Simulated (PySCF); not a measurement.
Worked example: chemical shift, span and skew from a shielding tensor

Be(H)(Et) (C2H6Be), SMILES [BeH][CH2]C. Atoms are numbered in the order given.

```xyz
9

Be    -0.3016     1.6490     0.0000
H     -0.9711     2.8167     0.0000
C      0.5412     0.1884     0.0000
C     -0.3136    -1.0975     0.0000
H      1.2203     0.1775    -0.8741
H      1.2203     0.1775     0.8741
H     -0.9671    -1.1522     0.8837
H     -0.9671    -1.1522    -0.8837
H      0.3056    -2.0085     0.0000
```

The structure is a stationary point at PBE-D3(BJ)/def2-TZVP.

GIAO shieldings from PBE0/pcSseg-2 run with PySCF, non-relativistic, no solvent. The symmetric part of the tensor of C4 has the principal values 169.6, 172.3, 186.4 ppm. The same nucleus in TMS has σ = 186.1 ppm at this level (PySCF, at its B3LYP-D3(BJ)/def2-TZVP geometry).

Task: Work out the isotropic shielding, the ¹³C shift against TMS, the span and the skew.

Result: 
σ(iso) = (σ11 + σ22 + σ33)/3 = 176.1 ppm. δ = σ(ref) − σ(iso) = 186.1 − (176.1) = 10.0 ppm.
Span Ω = σ33 − σ11 = 16.8 ppm. Skew κ = 3(σ(iso) − σ22)/Ω = 0.68. Tumbling in solution averages the tensor to δ; in a static solid the shielding alone would spread this spin-1/2 line over Ω.
